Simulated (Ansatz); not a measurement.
Relaxation of C$_{3}$H$_{7}$BSi (12 atoms, charge 0, multiplicity 1), to a largest force component of 0.02 eV/Å in at most 50 steps.

The calculation used RKS PBE/cc-pVDZ (Ansatz 0.2.0).

```xyz
12
Properties=species:S:1:pos:R:3
C -0.134 2.692 1.066
C 0.232 1.605 1.101
B 0.733 0.172 1.146
Si -0.093 -1.233 0.213
C -0.225 -0.849 -1.623
H -0.550 3.745 1.011
H 1.775 -0.071 1.772
H 0.580 -2.499 0.408
H -1.534 -1.339 0.779
H 0.809 -0.753 -1.976
H -0.771 -1.651 -2.123
H -0.744 0.126 -1.739
```

Q: Where does it end, and by what steps?

A: The forces met the threshold. The force dipped under the threshold on the way, but the program's further checks kept it going. After 25 steps the energy has fallen by 0.814 eV; H7 moved furthest, 1.28 Å. The start is strongly strained (largest force component 12 eV/Å).

```tsv
step	energy less start (eV)	largest force component (eV/Å)	accepted
0	0.0000	11.793	yes
1	-0.7275	0.871	yes
2	-0.7765	0.305	yes
3	-0.7847	0.071	yes
4	-0.7874	0.049	yes
5	-0.7912	0.130	yes
6	-0.7934	0.109	yes
7	-0.7983	0.143	yes
8	-0.7996	0.212	yes
9	-0.8019	0.210	yes
10	-0.8076	0.033	yes
11	-0.8089	0.017	yes
12	-0.8090	0.217	yes
13	-0.8110	0.035	yes
14	-0.8115	0.006	yes
15	-0.8120	0.070	yes
16	-0.8063	0.229	no
17	-0.8126	0.034	yes
18	-0.8128	0.025	yes
19	-0.8131	0.025	yes
20	-0.8132	0.032	yes
21	-0.8133	0.031	yes
22	-0.8134	0.024	yes
23	-0.8127	0.081	no
24	-0.8135	0.021	yes
25	-0.8135	0.011	yes
```

```xyz
12
Properties=species:S:1:pos:R:3
C 0.274 2.797 0.746
C 0.365 1.616 1.101
B 0.463 0.164 1.477
Si 0.032 -1.320 0.164
C -0.483 -0.750 -1.575
H 0.200 3.836 0.454
H 0.811 -0.130 2.605
H 1.249 -2.225 0.077
H -1.068 -2.166 0.781
H 0.326 -0.153 -2.043
H -0.704 -1.615 -2.232
H -1.388 -0.111 -1.521
```

Time of the run: 38 s on 2 threads of Intel(R) Xeon(R) Platinum 8488C (Sapphire Rapids), with other jobs on the host, peak memory 0.15 GiB.
